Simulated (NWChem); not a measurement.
System: InCl anion, doublet; SMILES of the neutral closed-shell parent [Cl][In]

Input file for NWChem:

```
start job
memory heap 200 mb stack 700 mb global 900 mb
charge -1
geometry units angstroms
  In     0.000000     0.000000    -0.729549
  Cl     0.000000     0.000000     2.027449
end
basis spherical
  In library def2-svp
  Cl library def2-svp
end
ecp
  In library def2-ecp
end
dft
  odft
  mult 2
  xc xcamb88 1.00 lyp 0.81 vwn_5 0.19 hfexch 1.00
  cam 0.33 cam_alpha 0.19 cam_beta 0.46
  iterations 150
end
driver
  maxiter 120
end
task dft optimize
dft
  grid fine
  convergence energy 1d-8 density 1d-7
end
task dft freq numerical
```

Parts of the log:

```
             Northwest Computational Chemistry Package (NWChem) 7.3.0
             --------------------------------------------------------

 ORDER OF PRIMARY AXIS IS BEING SET TO 4
 C4V symmetry detected

                             Geometry "geometry" -> ""
                             -------------------------

 Output coordinates in angstroms (scale by  1.889725989 to convert to a.u.)

  No.       Tag          Charge          X              Y              Z
 ---- ---------------- ---------- -------------- -------------- --------------
    1 In                  49.0000     0.00000000     0.00000000    -0.71013585
    2 Cl                  17.0000     0.00000000     0.00000000     2.04686215

 Effective nuclear repulsion energy (a.u.)     159.8857338369

      Symmetry information
      --------------------

 Group name             C4v
 Group number             18
 Group order               8
 No. of unique centers     2

                                Z-matrix (autoz)
                                --------

 Units are Angstrom for bonds and degrees for angles

      Type          Name      I     J     K     L     M      Value
      ----------- --------  ----- ----- ----- ----- ----- ----------
    1 Stretch                  1     2                       2.75700

                           NWChem Geometry Optimization
                           ----------------------------

 maximum gradient threshold         (gmax) =   0.000450
 rms gradient threshold             (grms) =   0.000300
 maximum cartesian step threshold   (xmax) =   0.001800
 rms cartesian step threshold       (xrms) =   0.001200
 fixed trust radius                (trust) =   0.300000
 source of zmatrix                         =   autoz

          -------------------
          Energy Minimization
          -------------------

 Using diagonal initial Hessian
 Scaling for Hessian diagonals: bonds = 1.00  angles = 0.25  torsions = 0.10

          --------
          Step   0

                                 NWChem DFT Module
                                 -----------------

 Summary of "ao basis" -> "ao basis" (spherical)
 ------------------------------------------------------------------------------
       Tag                 Description            Shells   Functions and Types
 ---------------- ------------------------------  ------  ---------------------
 In                         def2-svp                10       26   4s4p2d
 Cl                         def2-svp                 8       18   4s3p1d

      Symmetry analysis of basis
      --------------------------

        a1         18
        a2          0
        b1          3
        b2          3
        e          20

            General Information
            -------------------
          SCF calculation type: DFT
          Wavefunction type:  spin polarized.
          No. of atoms     :     2
          No. of electrons :    39
           Alpha electrons :    20
            Beta electrons :    19
          Charge           :    -1
          Spin multiplicity:     2
          Use of symmetry is: on ; symmetry adaption is: on
          Maximum number of iterations: 150
          AO basis - number of functions:    44
                     number of shells:    18
          Convergence on energy requested:  1.00D-06
          Convergence on density requested:  1.00D-05
          Convergence on gradient requested:  5.00D-04

              XC Information
              --------------
                     Hartree-Fock (Exact) Exchange  1.000
                   CAM-Becke88 Exchange Functional  1.000
                      VWN V Correlation Functional  0.190 local
              Lee-Yang-Parr Correlation Functional  0.810

           Range-Separation Parameters
           ---------------------------
           Alpha           :  0.19
           Beta            :  0.46
           Gamma           :  0.33
           Short-Range HF  :     F

             Grid Information
             ----------------
          Grid used for XC integration:  medium
          Radial quadrature: Mura-Knowles
          Angular quadrature: Lebedev.
          Tag              B.-S. Rad. Rad. Pts. Rad. Cut. Ang. Pts.
          ---              ---------- --------- --------- ---------
          In                  1.55      123           8.0       590
          Cl                  1.00       88          10.0       590
          Grid pruning is: on
          Number of quadrature shells:   211
          Spatial weights used:  Erf1

      Superposition of Atomic Density Guess
      -------------------------------------

 Sum of atomic energies:        -677.37382110

 Renormalizing density from      38.00 to     39

      Non-variational initial energy
      ------------------------------

 Total energy =    -656.696747
 1-e energy   =   -1135.727559
 2-e energy   =     410.508355
 HOMO         =       0.214326
 LUMO         =       0.214326

 !!!!!!!!!!!!!!!!!!!!!!!!!!!!!!!!!!!!!!!!!!!!!!!!!!!!!!!!!!!!!!!!!!!!!!
 Warning - the HOMO and LUMO are degenerate and you are using symmetry.
 This can lead to non-variational energies and poor convergence.
 Modify the initial guess, or use an open-shell wavefunction, or turn
 off symmetry.
 !!!!!!!!!!!!!!!!!!!!!!!!!!!!!!!!!!!!!!!!!!!!!!!!!!!!!!!!!!!!!!!!!!!!!!

   Symmetry analysis of molecular orbitals - initial alpha
   -------------------------------------------------------

 !! scf_movecs_sym_adapt:    6 vectors were symmetry contaminated

  Symmetry fudging

 !! scf_movecs_sym_adapt:    6 vectors were symmetry contaminated

  Numbering of irreducible representations:

     1 a1          2 a2          3 b1          4 b2          5 e

  Orbital symmetries:

     1 a1          2 a1          3 a1          4 e           5 e
     6 a1          7 e           8 e           9 a1         10 a1
    11 b2         12 b1         13 e          14 e          15 a1
    16 a1         17 e          18 e          19 a1         20 e
    21 e          22 a1         23 a1         24 e          25 e
    26 a1         27 b1         28 b2         29 e          30 e

   Symmetry analysis of molecular orbitals - initial beta
   ------------------------------------------------------

 !! scf_movecs_sym_adapt:    6 vectors were symmetry contaminated

  Symmetry fudging

 !! scf_movecs_sym_adapt:    6 vectors were symmetry contaminated

  Numbering of irreducible representations:

     1 a1          2 a2          3 b1          4 b2          5 e

  Orbital symmetries:

     1 a1          2 a1          3 a1          4 e           5 e
     6 a1          7 e           8 e           9 a1         10 a1
    11 b2         12 b1         13 e          14 e          15 a1
    16 a1         17 e          18 e          19 a1         20 e
    21 e          22 a1         23 a1         24 e          25 e
    26 a1         27 b1         28 b2         29 e          30 e

 Warning: spatial symmetry breaking: alpha =  2.13D-01

   convergence    iter        energy       DeltaE   RMS-Dens  Diis-err
 ---------------- ----- ----------------- --------- --------- ---------
 d= 0,ls=0.0,diis     1   -650.1239219514 -7.19D+02  2.12D-02  1.78D-01
                                                     2.00D-02  1.77D-01

 !! scf_movecs_sym_adapt:    2 vectors were symmetry contaminated

  Symmetry fudging
 Warning: spatial symmetry breaking: alpha =  2.31D-01
 d= 0,ls=0.5,diis     2   -650.2009591717 -7.70D-02  3.10D-03  4.81D-02
                                                     3.07D-03  4.59D-02
 Warning: spatial symmetry breaking: alpha =  2.42D-01
 d= 0,ls=0.5,diis     3   -650.2194184682 -1.85D-02  1.33D-03  3.52D-03
                                                     1.28D-03  3.02D-03
 Warning: spatial symmetry breaking: alpha =  2.49D-01
 d= 0,ls=0.5,diis     4   -650.2216090952 -2.19D-03  5.10D-04  2.82D-04
                                                     4.67D-04  2.13D-04
 Warning: spatial symmetry breaking: alpha =  2.53D-01
 d= 0,ls=0.5,diis     5   -650.2218834299 -2.74D-04  2.80D-04  5.22D-05
                                                     2.39D-04  3.75D-05
  Resetting Diis
 Warning: spatial symmetry breaking: alpha =  2.55D-01
 d= 0,ls=0.5,diis     6   -650.2219598932 -7.65D-05  1.52D-04  1.28D-05
                                                     1.21D-04  9.67D-06
 Warning: spatial symmetry breaking: alpha =  2.57D-01
 d= 0,ls=0.5,diis     7   -650.2219869228 -2.70D-05  9.45D-05  4.50D-06
                                                     7.32D-05  3.35D-06
 Warning: spatial symmetry breaking: alpha =  2.58D-01
 d= 0,ls=0.5,diis     8   -650.2219972639 -1.03D-05  5.28D-05  1.76D-06
                                                     3.92D-05  1.36D-06
 Warning: spatial symmetry breaking: alpha =  2.59D-01
 d= 0,ls=0.5,diis     9   -650.2220015087 -4.24D-06  3.71D-05  7.12D-07
                                                     2.95D-05  5.92D-07

 !! scf_movecs_sym_adapt:    2 vectors were symmetry contaminated

  Symmetry fudging
 Warning: spatial symmetry breaking: alpha =  2.59D-01
 d= 0,ls=0.5,diis    10   -650.2220035384 -2.03D-06  2.39D-05  3.01D-07
                                                     2.00D-05  2.90D-07
 Warning: spatial symmetry breaking: alpha =  2.59D-01
 d= 0,ls=0.5,diis    11   -650.2220044448 -9.06D-07  1.60D-05  1.26D-07
                                                     1.39D-05  1.26D-07
 Warning: spatial symmetry breaking: alpha =  2.60D-01
 d= 0,ls=0.5,diis    12   -650.2220048356 -3.91D-07  1.00D-05  5.67D-08
                                                     9.08D-06  6.08D-08
 Warning: spatial symmetry breaking: alpha =  2.60D-01
 d= 0,ls=0.5,diis    13   -650.2220050033 -1.68D-07  6.52D-06  2.43D-08
                                                     6.21D-06  2.59D-08

         Total DFT energy =     -650.222005076103
      One electron energy =    -1116.139889815950
           Coulomb energy =      442.519481891045
    Exchange-Corr. energy =      -45.124054509852
 Nuclear repulsion energy =       68.522457358653

 Numeric. integr. density =       38.999999969643

                  Occupations of the irreducible representations
                  ----------------------------------------------

[...]

      ----------------------
      Optimization converged
      ----------------------

  Step       Energy      Delta E   Gmax     Grms     Xrms     Xmax
  ---- ---------------- -------- -------- -------- -------- --------
@   32    -650.22467613  7.4D-07  0.00029  0.00029  0.00007  0.00011
                                     ok       ok       ok       ok

                                Z-matrix (autoz)
                                --------

 Units are Angstrom for bonds and degrees for angles

      Type          Name      I     J     K     L     M      Value     Gradient
      ----------- --------  ----- ----- ----- ----- ----- ---------- ----------
    1 Stretch                  1     2                       2.60546   -0.00029

                         Geometry "geometry" -> "geometry"
                         ---------------------------------

 Output coordinates in angstroms (scale by  1.889725989 to convert to a.u.)

  No.       Tag          Charge          X              Y              Z
 ---- ---------------- ---------- -------------- -------------- --------------
    1 In                  49.0000     0.00000000     0.00000000    -0.63436885
    2 Cl                  17.0000     0.00000000     0.00000000     1.97109516

 Effective nuclear repulsion energy (a.u.)     169.1847005098

      Symmetry information
      --------------------

 Group name             C4v
 Group number             18
 Group order               8
 No. of unique centers     2

                Final and change from initial internal coordinates
                --------------------------------------------------

                                Z-matrix (autoz)
                                --------

 Units are Angstrom for bonds and degrees for angles

      Type          Name      I     J     K     L     M      Value       Change
      ----------- --------  ----- ----- ----- ----- ----- ---------- ----------
    1 Stretch                  1     2                       2.60546   -0.15153

 ==============================================================================
                                internuclear distances
 ------------------------------------------------------------------------------
       center one      |      center two      | atomic units |  angstroms
 ------------------------------------------------------------------------------
    2 Cl               |   1 In               |     4.92361  |     2.60546
 ------------------------------------------------------------------------------
                         number of included internuclear distances:          1
 ==============================================================================

[second-derivative integrals and response iterations left out]

  Vibrational analysis via the FX method

  See chapter 2 in "Molecular Vibrations" by Wilson, Decius and Cross

  Vib: Default input used

 ---------------------------- Atom information ----------------------------
     atom    #        X              Y              Z            mass
 --------------------------------------------------------------------------
    In       1  0.0000000D+00  0.0000000D+00 -1.1987833D+00  1.1490410D+02
    Cl       2  0.0000000D+00  0.0000000D+00  3.7248297D+00  3.4968850D+01
 --------------------------------------------------------------------------

[unprojected Hessian and modes left out]

        Vibrational analysis via the FX method
  --- with translations and rotations projected out ---
  --- via the Eckart algorithm                      ---
 Dependent rotation vector no.                    3
  found in ECKART; assuming linear geometry
 Projected Nuclear Hessian trans-rot subspace norm:4.8172D-35
                         (should be close to zero!)

[projected Hessian left out]

 Rotational Constants
 --------------------
 A=   0.000000 cm-1  (  0.000000 K)
 B=   0.092627 cm-1  (  0.133266 K)
 C=   0.092627 cm-1  (  0.133266 K)

 Temperature                      =   298.15K
 frequency scaling parameter      =   1.0000

 Linear Molecule

 Zero-Point correction to Energy  =    0.327 kcal/mol  (  0.000521 au)
 Thermal correction to Energy     =    2.132 kcal/mol  (  0.003397 au)
 Thermal correction to Enthalpy   =    2.724 kcal/mol  (  0.004341 au)

 Total Entropy                    =   60.101 cal/mol-K
   - Translational                =   40.906 cal/mol-K (mol. weight = 149.8730)
   - Rotational                   =   17.307 cal/mol-K (symmetry #  =        1)
   - Vibrational                  =    1.888 cal/mol-K

 Cv (constant volume heat capacity) =    6.762 cal/mol-K
   - Translational                  =    2.979 cal/mol-K
   - Rotational                     =    1.986 cal/mol-K
   - Vibrational                    =    1.796 cal/mol-K

[normal modes left out]

 ----------------------------------------------------------------------------
 Normal Eigenvalue ||           Projected Infra Red Intensities
  Mode   [cm**-1]  || [atomic units] [(debye/angs)**2] [(KM/mol)] [arbitrary]
 ------ ---------- || -------------- ----------------- ---------- -----------
    1       -0.000 ||    0.006672           0.154         6.505       4.431
    2        0.000 ||    0.002956           0.068         2.882       1.963
    3        0.000 ||    0.002956           0.068         2.882       1.963
    4        0.000 ||    0.004976           0.115         4.851       3.304
    5        0.000 ||    0.004976           0.115         4.851       3.304
    6      228.734 ||    0.067819           1.565        66.113      45.034
 ----------------------------------------------------------------------------
```

Level: CAM-B3LYP/def2-SVP with def2 effective core potentials on In, spin-unrestricted. The state is orbitally degenerate and is run as one real component. Sets without diffuse functions describe the anion's extra electron poorly. The spin multiplicity was typed, not searched, and may not be the lowest. No stability test was run on the SCF state. The highest occupied level is positive, so the extra electron may be held by the finite basis. def2 effective core potentials on In; no spin-orbit coupling.
